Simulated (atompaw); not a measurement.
**Reading a pseudo-wave (Si (Z = 14))**

Columns: radius, all-electron u(r) and pseudo u(r) of the 3s shell (level -10.88 eV) of silicon in the configuration [Ne] 3s2 3p2; LDA (PW92), scalar-relativistic, PAW (atompaw) scheme, atompaw 4.2.0.5.

```json
{"r (bohr)": "0.098", "all-electron": "0.1301", "pseudo": "0.0728"}
{"r (bohr)": "0.196", "all-electron": "-0.1226", "pseudo": "0.1449"}
{"r (bohr)": "0.294", "all-electron": "-0.2987", "pseudo": "0.2155"}
{"r (bohr)": "0.392", "all-electron": "-0.3445", "pseudo": "0.2840"}
{"r (bohr)": "0.490", "all-electron": "-0.2932", "pseudo": "0.3496"}
{"r (bohr)": "0.588", "all-electron": "-0.1852", "pseudo": "0.4117"}
{"r (bohr)": "0.687", "all-electron": "-0.0497", "pseudo": "0.4704"}
{"r (bohr)": "0.785", "all-electron": "0.0902", "pseudo": "0.5238"}
{"r (bohr)": "0.883", "all-electron": "0.2235", "pseudo": "0.5722"}
{"r (bohr)": "0.981", "all-electron": "0.3435", "pseudo": "0.6152"}
{"r (bohr)": "1.079", "all-electron": "0.4469", "pseudo": "0.6525"}
{"r (bohr)": "1.177", "all-electron": "0.5328", "pseudo": "0.6839"}
{"r (bohr)": "1.275", "all-electron": "0.6016", "pseudo": "0.7093"}
{"r (bohr)": "1.373", "all-electron": "0.6544", "pseudo": "0.7287"}
{"r (bohr)": "1.471", "all-electron": "0.6927", "pseudo": "0.7420"}
{"r (bohr)": "1.569", "all-electron": "0.7182", "pseudo": "0.7496"}
{"r (bohr)": "1.667", "all-electron": "0.7326", "pseudo": "0.7515"}
{"r (bohr)": "1.765", "all-electron": "0.7375", "pseudo": "0.7482"}
{"r (bohr)": "1.863", "all-electron": "0.7344", "pseudo": "0.7400"}
{"r (bohr)": "1.962", "all-electron": "0.7246", "pseudo": "0.7272"}
{"r (bohr)": "2.060", "all-electron": "0.7096", "pseudo": "0.7106"}
{"r (bohr)": "2.158", "all-electron": "0.6904", "pseudo": "0.6907"}
{"r (bohr)": "2.256", "all-electron": "0.6680", "pseudo": "0.6681"}
{"r (bohr)": "2.354", "all-electron": "0.6432", "pseudo": "0.6432"}
{"r (bohr)": "2.452", "all-electron": "0.6167", "pseudo": "0.6167"}
{"r (bohr)": "2.550", "all-electron": "0.5892", "pseudo": "0.5892"}
```

Task: How many radial nodes do the two functions have?

Result: The all-electron 3s function has n − l − 1 = 2; the pseudo-wave has 0, since the states of the same l below it are removed with the core.

Task: Is the pseudo-wave norm-conserving?

Result: No, it belongs to a PAW set: the norm inside the radius is not constrained, and the difference is carried by the augmentation charge.
